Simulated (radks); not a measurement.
Valence configurations of As I (all share [Ar]). Method: Dirac Kohn-Sham, PBE, spin-unpolarised, spherical densities, finite nucleus; open shells fill j = l - 1/2 first; Fermi nuclear charge, rms radius 4.0968 fm; computed with a radial shooting solver on a logarithmic mesh with Libxc functionals. Energies are relative to 3d10 4s2 4p3; eigenvalues in eV.

valence	E (eV)	e(3d3/2)	e(3d5/2)	e(4p1/2)	e(4p3/2)	e(4s1/2)
3d10 4s2 4p3	0.000	-40.939	-40.211	-5.318	-5.047	-14.412
3d9 4s2 4p4	39.822	-51.662	-50.889	-6.655	-6.313	-16.696
3d10 4p5	19.215	-44.243	-43.511	-6.623	-6.315	-
3d10 4s1 4p4	9.490	-42.637	-41.907	-5.997	-5.706	-15.318
3d8 4s2 4p5	89.333	-62.921	-62.102	-7.984	-7.569	-18.892
3d9.5 4s1.5 4p4	23.706	-47.057	-46.306	-6.320	-6.004	-16.003
3d8.5 4s2 4p4.5	63.333	-57.227	-56.431	-7.320	-6.942	-17.803
3d10 4s1.5 4p3.5	4.714	-41.801	-41.072	-5.665	-5.384	-14.875
3d9.5 4s0.5 4p5	33.814	-48.645	-47.892	-6.946	-6.613	-16.827

NIST lists [Ar] 3d10 4s2 4p3 as the ground configuration; this level of theory agrees among the configurations tried. The energies are those of spherical spin-averaged densities, not of single terms.
